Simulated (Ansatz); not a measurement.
The lowest singlet and triplet of H4Si2 (SMILES [SiH][SiH3]); geometries from B3LYP-D3(BJ)/def2-TZVP, each state relaxed from the structure named, with no frequency check.
Singlet at the triplet's geometry (charge 0, multiplicity 1):
```tsv
atom	x (Å)	y (Å)	z (Å)
Si	1.1820	-0.4150	-0.1361
Si	-1.0244	0.2921	0.0872
H	2.3229	0.4383	0.3026
H	-1.3719	0.5386	1.5091
H	-1.8831	-0.7909	-0.4434
H	-1.2744	1.5357	-0.6837
```

A positive gap puts the triplet lower; no zero-point energy. R- takes a restricted singlet. U- takes an unrestricted singlet (broken symmetry where lower, unprojected). The triplet is unrestricted in single-reference levels.

Cores are frozen in the correlated methods.

Codes used: Ansatz (Gaussian orbitals). Values without a source in brackets are computed.

**Question.** One of these levels gives 54.3 kJ/mol for the gap E(singlet) − E(triplet), vertical, at the triplet's geometry. Name it.
A) R-MP2/cc-pV(T+d)Z
B) R-HF/cc-pV(D+d)Z
C) U-CCSD/cc-pV(D+d)Z (spin-contaminated)
D) R-BHLYP/def2-TZVPP

**Answer.** B, R-HF/cc-pV(D+d)Z. The others give -5.7 (R-BHLYP/def2-TZVPP), 4.2 (R-MP2/cc-pV(T+d)Z), -3.4 (U-CCSD/cc-pV(D+d)Z (spin-contaminated))

Doubts at one or more of the structures used: a restricted determinant that unrestricted orbitals would lower (R-HF/cc-pV(D+d)Z, R-BHLYP/def2-TZVPP, R-MP2/cc-pV(T+d)Z).

Ansatz is an electronic-structure program.
